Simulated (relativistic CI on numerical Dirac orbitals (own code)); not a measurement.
Sensitivity of the levels of Yb²⁰⁺ to α and to the nuclear radius

Computed by Dirac-Coulomb-Breit CI, orbitals from a KLI potential per configuration, derivatives by finite differences, unscaled Slater integrals, QED left out (own radial code, finite nucleus).

Configuration list (outside the closed core [Ar] 3d10 4p6 4d10): 4s²4f⁴, 4s²4f³5s, 4s²4f²5s², 4s²4f³5p, 4s²4f²5s5p, 4s4f³5s². Levels of other configurations are missing.

With x = (α/α₀)² − 1 an excitation energy changes as ω = ω₀ + qx; K = 2q/ω₀ is the relative enhancement. Terms are leading LS components, so labels can repeat. The field-shift factor is F = δν/δ⟨r²⟩ for the transition from the lowest level.

Lowest level 4s²4f⁴ ⁵I4.

```csv
Level,ω₀ (cm⁻¹),q (cm⁻¹),F (GHz/fm²)
4s²4f⁴ ⁵I5,7832.6,9169,0.354
4s²4f⁴ ⁵I6,15412.9,16270,0.642
4s²4f⁴ ⁵I7,22477.0,21140,0.857
4s²4f⁴ ⁵I8,29021.7,24340,1.02
4s²4f⁴ ⁵F2,34526.7,1233,0.312
4s²4f⁴ ⁵F1,34735.9,7169,0.497
4s²4f⁴ ³G4,39631.6,1527,0.372
4s²4f⁴ ⁵F3,39948.2,10260,0.643
4s²4f⁴ ⁵S2,43104.6,13010,0.753
4s²4f⁴ ³K6,44284.8,12430,0.751
4s²4f⁴ ⁵G2,46597.2,3549,0.483
4s²4f⁴ ³K7,47829.7,12470,0.785
4s²4f⁴ ⁵G3,48159.4,5544,0.555
4s²4f⁴ ⁵F5,48964.9,15600,0.887
4s²4f⁴ ⁵F4,49028.5,17150,0.94
4s²4f⁴ ³L8,52214.9,12510,0.826
4s²4f⁴ ³H5,58224.3,21630,1.16
4s²4f⁴ ⁵G4,59090.1,17380,1.03
4s²4f⁴ ³G3,60671.2,17260,1.03
4s²4f⁴ ³D2,60765.4,14990,0.955
4s²4f⁴ ³P1,65409.7,17430,1.07
4s²4f⁴ ³L7,65410.4,25450,1.33
4s²4f⁴ ⁵G5,67108.3,24020,1.3
```

At this charge energies of transitions that change n are usually good to better than 1 %, and those within a shell (Δn = 0) to a few per cent. Terms inside the open d or f shell come out 10 to 20 % too wide with unscaled integrals.

Problem. Which transition from the lowest level has the largest |K|?

Solution. 4s²4f⁴ ⁵I5 at 7832.6 cm⁻¹, K = 2.34.
